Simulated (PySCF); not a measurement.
States of one metal complex from SC-NEVPT2 in the d shell, PySCF, above the ground state:

```tsv
2S+1	degeneracy	energy / cm⁻¹	f (electric dipole)
3	1	0	–
3	3	12953	0
1	2	13405	–
3	3	19880	1.8e-03
1	1	23238	–
1	3	25483	–
1	3	29219	–
3	3	29483	1.8e-03
1	2	38450	–
1	3	39944	–
1	1	57563	–
```

Q: Which of these complexes, all computed at model or optimised geometries, gave the data?
A. [CrF6]2- (d2, octahedral)
B. [TiBr5]3- (d2, square pyramidal)
C. [Ni(NH3)5]2+ (d8, square pyramidal)
D. CrF4 (d2, tetrahedral)

A: D. CrF4 (d2, tetrahedral) has 3A2, then 3T2 at 12953, 1E at 13405 cm⁻¹ (NEVPT2). The others: [Ni(NH3)5]2+ (d8, square pyramidal) has 3A', then a 2S+1 = 3 state (98 % 3F) at 6908, 1A' at 11032 cm⁻¹ (NEVPT2); [CrF6]2- (d2, octahedral) has 3T1g, then 1T2g at 13302, 1Eg at 13526 cm⁻¹ (NEVPT2); [TiBr5]3- (d2, square pyramidal) has 3E, then 3A2 at 278, 3B2 at 1864 cm⁻¹ (NEVPT2).

On CrF4: Charge-transfer states lie outside this active space and may come lower than some of these levels. NEVPT2 lifts 3T2 from 11209 to 12953 cm⁻¹; on the d shell alone such lifts tend to overshoot. NEVPT2 on the d shell alone tends to put d–d bands too high for such charged or covalently bound ions.
